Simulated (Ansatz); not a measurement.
The cluster CuBr₂⁻. The state is a singlet with charge -1. Geometry PBE-D4/def2-TZVPD.

Cartesian coordinates in Å:
```
Cu 0.000 0.000 0.001
Br -0.937 -2.014 -0.465
Br 0.937 2.014 0.463
```

The structure comes from a short search, and lower isomers may exist.

Q: Estimate the orbital energies around the gap (eV) in Ansatz with HF/def2-TZVPD, revPBE-D4/def2-TZVPD, r2SCAN-D4/def2-TZVPD, PBE0-D4/def2-SVPD, ωB97X-V/def2-TZVPD.

A: 
```
orbital  HF/def2-TZVPD  revPBE-D4/def2-TZVPD  r2SCAN-D4/def2-TZVPD  PBE0-D4/def2-SVPD  ωB97X-V/def2-TZVPD
HOMO−13         -80.79                -62.08                -63.30             -67.05              -68.96
HOMO−12         -21.48                -13.65                -14.43             -15.88              -18.78
HOMO−11         -21.29                -13.52                -14.29             -15.73              -18.61
HOMO−10          -9.79                 -4.20                 -4.51              -5.54               -8.05
 HOMO−9          -9.79                 -2.88                 -3.21              -4.33               -6.99
 HOMO−8          -9.71                 -2.69                 -3.02              -4.33               -6.99
 HOMO−7          -9.33                 -2.69                 -3.02              -4.05               -6.31
 HOMO−6          -9.33                 -2.29                 -2.63              -3.51               -6.00
 HOMO−5          -6.64                 -2.29                 -2.63              -3.51               -6.00
 HOMO−4          -6.32                 -1.18                 -1.39              -3.22               -5.90
 HOMO−3          -6.26                 -1.18                 -1.39              -3.22               -5.90
 HOMO−2          -6.26                 -1.06                 -1.19              -2.60               -5.16
 HOMO−1          -5.71                 -0.79                 -1.00              -2.42               -4.82
   HOMO          -5.71                 -0.79                 -1.00              -2.42               -4.82
   LUMO           4.27                  2.65                  3.08               3.25                4.21
 LUMO+1           4.58                  3.10                  3.75               3.86                4.54
 LUMO+2           5.01                  3.57                  4.08               4.64                5.00
 LUMO+3           5.01                  3.57                  4.08               4.64                5.00
 LUMO+4           5.70                  3.99                  4.39               5.28                5.67
 LUMO+5           5.70                  4.21                  4.69               5.71                5.67
```
